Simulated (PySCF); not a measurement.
Al(Me)2(H) anion (C2H7Al), SMILES [CH3][AlH][CH3] (connectivity only; charge and spin as stated), charge -1, multiplicity 2.

Coordinates come from a PBE-D3(BJ)/def2-SVPD optimisation. The spin state was assumed, not searched. The isomer is the one that the SMILES or the coordinates give; other isomers of the formula were not compared.

Calculation: PySCF 2.14.0 with PBE-D3(BJ)/def2-SVPD.

Frequencies are harmonic and unscaled.

Computed vibrational spectrum:
| mode | ν (cm⁻¹) | IR (km/mol) | moving atoms (share of kinetic energy) |
|---|---|---|---|
| 1 | 116 | 0.1 | H 98 % |
| 2 | 126 | 0.1 | H 89 % |
| 3 | 147 | 0.2 | H 41 %, C 40 %, Al 20 % |
| 4 | 400 | 48.1 | H 96 % |
| 5 | 442 | 10.2 | H 96 % |
| 6 | 500 | 31.6 | C 57 %, Al 24 %, H 20 % |
| 7 | 512 | 19.0 | H 76 %, C 20 % |
| 8 | 565 | 18.0 | C 37 %, Al 34 %, H 29 % |
| 9 | 661 | 82.6 | H 69 %, C 23 %, Al 8 % |
| 10 | 682 | 147.6 | H 72 %, C 18 %, Al 10 % |
| 11 | 692 | 85.1 | H 82 %, C 12 % |
| 12 | 1099 | 22.4 | H 79 %, C 21 % |
| 13 | 1101 | 3.2 | H 80 %, C 20 % |
| 14 | 1357 | 2.7 | H 95 % |
| 15 | 1361 | 5.1 | H 95 % |
| 16 | 1363 | 1.2 | H 95 % |
| 17 | 1371 | 0.6 | H 95 % |
| 18 | 1606 | 443.6 | H 97 % |
| 19 | 2889 | 105.6 | H 96 % |
| 20 | 2891 | 150.1 | H 97 % |
| 21 | 2977 | 3.3 | H 92 %, C 8 % |
| 22 | 2978 | 88.9 | H 92 %, C 8 % |
| 23 | 3007 | 48.4 | H 91 %, C 9 % |
| 24 | 3007 | 21.4 | H 91 %, C 9 % |
